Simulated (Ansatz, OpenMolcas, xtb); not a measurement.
# AlGeH4Cl (SMILES [Cl][AlH][GeH3]): methods side by side

The species is AlGeH4Cl (7 atoms), meant as a singlet with charge 0. SMILES: `[Cl][AlH][GeH3]`. The coordinates come from a PBE0-D4/def2-TZVP relaxation.

```tsv
atom	x (Å)	y (Å)	z (Å)
Cl	-2.4993	-1.5272	-0.1269
Al	-0.4254	-1.3147	0.1445
Ge	0.5011	0.9598	-0.0933
H	0.3795	-2.6320	0.4800
H	0.2257	1.5225	-1.4999
H	-0.1440	1.9264	0.9168
H	2.0237	0.9973	0.1331
```

Each level gives the energy change with the Al2–Ge3 bond stretched from 2.467 to 2.838 Å (eV). The values are calculated.

```tsv
level	kind	program	value (eV)	CPU time (all runs)
GFN2-xTB	semi-empirical	xtb	0.44	under 2 s
HF/def2-SVP (unrestricted)	Hartree–Fock	OpenMolcas	0.35	21 s
SVWN5/def2-SVP (restricted)	LDA	Ansatz	0.44	4.4 s
PBE/def2-SVP (restricted)	GGA	Ansatz	0.34	6.6 s
TPSS/def2-SVP (restricted)	meta-GGA	OpenMolcas	0.36	87 s
wB97M-V/def2-SVP (restricted)	range-separated hybrid	Ansatz	0.45	62 s
PBE-QIDH/def2-SVP (restricted)	double hybrid	Ansatz	0.43	12 s
RPA@PBE0/def2-SVP (restricted)	RPA	Ansatz	0.37	17 s
BCCD(T)/def2-SVP (restricted)	coupled cluster or CI	Ansatz	0.39	27 s
```

All-electron rows without a relativistic Hamiltonian named are non-relativistic. The first shape isn't each level's own minimum. The values span 0.34 to 0.45 eV. In the correlated wave-function rows the outer d shell of Ge is correlated, in sets not made for it. Times are those of the runs behind each value, whatever else they computed, on shared processors of several kinds: orders of magnitude only.
